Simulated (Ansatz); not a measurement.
This geometry of ClH + F2GeH2 (7 atoms, charge 0, multiplicity 1) is a first-order saddle point.

Level of theory: RKS PBE-D4/def2-SVPD (Ansatz).

```xyz
7
Properties=species:S:1:pos:R:3
Ge -0.335 0.013 -0.064
H 0.221 -0.145 1.629
F 1.417 0.173 -0.341
F -0.819 1.603 -0.605
H -0.714 -1.258 -0.832
Cl -2.365 -0.111 1.397
H -0.713 -0.158 1.819
```

**Question.** Which two structures does it join? (They come from a converged band through this point; their orientation in space is the band's.)

**Answer.** Bonds broken: Ge1–H2, Cl6–H7. Bonds formed: Ge1–Cl6, H2–H7. ClH + F2GeH2 becomes ClF2GeH + H2.

Image 0:

```xyz
7
Properties=species:S:1:pos:R:3
Ge 0.317 -0.200 0.025
H 0.877 -0.464 1.432
F 1.646 0.348 -0.995
F -0.725 1.247 0.148
H -0.479 -1.255 -0.760
Cl -2.775 -0.247 1.925
H -2.169 0.688 1.228
```

Image 10:

```xyz
7
Properties=species:S:1:pos:R:3
Ge -0.701 0.399 -0.366
H 0.539 -1.106 2.214
F 0.853 0.963 0.217
F -0.945 1.238 -1.886
H -0.677 -1.117 -0.595
Cl -2.214 1.078 1.000
H -0.164 -1.340 2.416
```

**Question.** How far does it lie above each of them?

**Answer.** 1.50 eV above the first and 1.74 eV above the second. This is the barrier of this one path; another mechanism may lie lower. The orbitals stay closed-shell, which can raise the energy where a bond breaks towards radicals; this wasn't checked here.

Run time: 2.2 min on 4 threads of Intel(R) Xeon(R) Platinum 8488C (Sapphire Rapids) (shared host), peak memory 0.22 GiB.
